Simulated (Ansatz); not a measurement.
Input file for Ansatz (a quantum-chemistry and plane-wave program): R-CCSD(T)/cc-pV(D+d)Z on HF (SMILES F). The basis file is the Basis Set Exchange's JSON of that set.

Ansatz 0.2 input:
```yaml
crystal:
  periodic: [false, false, false]
  atoms:
    - {symbol: F, position_ang: [-0.00000000, 0.00000000, 0.46222970]}
    - {symbol: H, position_ang: [0.00000000, -0.00000000, -0.46222970]}
basis:
  gaussian:
    orbitals: cc-pV_D+d_Z.json
magnetization: {spin_polarized: false}
correlation: {method: ccsd_t, electrons: outside_noble_gas}
scf: {lower_state_search: off}
```

**Question.** Predict the final total energy.

**Answer.** -100.2281 hartree (reference determinant -100.0191, T1 diagnostic 0.006).
